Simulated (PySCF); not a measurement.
Technetium: a sound run and one with changed settings

Sound run: Tc²⁺ [Kr] 4d5, Tc³⁺ [Kr] 4d4. Calculation: PySCF 2.14, in cc-pVDZ-PP with ECP28MDF (4s4p3d1f, 38 functions); a scalar-relativistic core potential. The sound run starts from symmetry-adapted Hartree-Fock orbitals and uses a fine grid where one is needed.

Changed run: radial step 0.5 in ln r (0.13 in the sound run). This setting is unsound on purpose.

```
species  method  sound run (hartree)  changed run (hartree)  converged
   Tc²⁺     UHF            -79.11978              -79.11978        yes
   Tc²⁺    PBE0            -79.61109              -79.58812        yes
   Tc²⁺     LDA            -79.40044              -79.38818        yes
   Tc³⁺     UHF            -78.05907              -78.05907        yes
   Tc³⁺    PBE0            -78.51314              -78.48978        yes
   Tc³⁺     LDA            -78.29432              -78.28227        yes
```

Ionisation energy of Tc²⁺:

| method | sound run (eV) | changed run (eV) |
| --- | --- | --- |
| UHF | 28.863 | 28.863 |
| PBE0 | 29.877 | 29.887 |
| LDA | 30.099 | 30.093 |

A coarse radial grid mis-integrates the density and the exchange-correlation energy, with errors of either sign; Hartree-Fock needs no grid.

For comparison, NIST gives 29.55 eV between the lowest levels.
